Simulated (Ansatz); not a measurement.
Coupled-cluster diagnostics for the cluster MoS2⁻, Ansatz.

Geometry of the doublet (PBE0-D4/def2-TZVPD):

```tsv
atom	x (Å)	y (Å)	z (Å)
Mo1	-0.107	-0.334	0.477
S2	-1.649	-0.418	-1.029
S3	1.755	0.752	0.552
```

In the def2 sets Mo takes a core potential; there is no spin–orbit coupling. Correlated methods freeze 10 core orbitals; core or outer-core shells of Mo are correlated, in sets that lack core-valence functions. At PBE0-D4/def2-TZVPD a triplet of charge 0 lies 1.02 eV below the restricted singlet at the same geometry. The structure comes from a short search, and lower isomers may exist.

Geometry of the charge -1 quartet (PBE0-D4/def2-TZVPD):

```xyz
3

Mo    0.424   -0.162   -0.238
S     0.862    1.546    1.035
S    -1.286   -1.384   -0.796
```

**Question.** Estimate the CCSD(T) correlation energy, the shares of MP2 and (T), T1 and the reference's ⟨S²⟩ for: charge -1, doublet, own geometry in def2-TZVPPD; charge -1, quartet, own geometry in def2-TZVPPD; charge 0, singlet, vertical in def2-TZVPPD; and the rough time on 4 threads of AMD EPYC 9B14 on a shared host.

**Answer.** 
```
                           state        basis  correlation (eV)  MP2 share (%)  (T) share (%)     T1  ⟨S²⟩ (pure)  wall time                                    remarks
charge -1, doublet, own geometry  def2-TZVPPD           -24.276           93.2            6.7  0.038  1.78 (0.75)       17 s  flagged by the program, spin-contaminated
charge -1, quartet, own geometry  def2-TZVPPD           -23.604           93.3            6.1  0.037  4.13 (3.75)       14 s                          spin-contaminated
     charge 0, singlet, vertical  def2-TZVPPD           -24.718           95.0            7.3  0.061  0.00 (0.00)       35 s          large T1, restricted SCF unstable
```
Customary marks for T1 are 0.02 (closed shells), 0.045 (open shells) and about 0.05 (3d metals). T1 exceeds 0.02 in 3 of 3 rows and 0.045 in 1; the higher it lies, the less the single-reference result can be trusted.
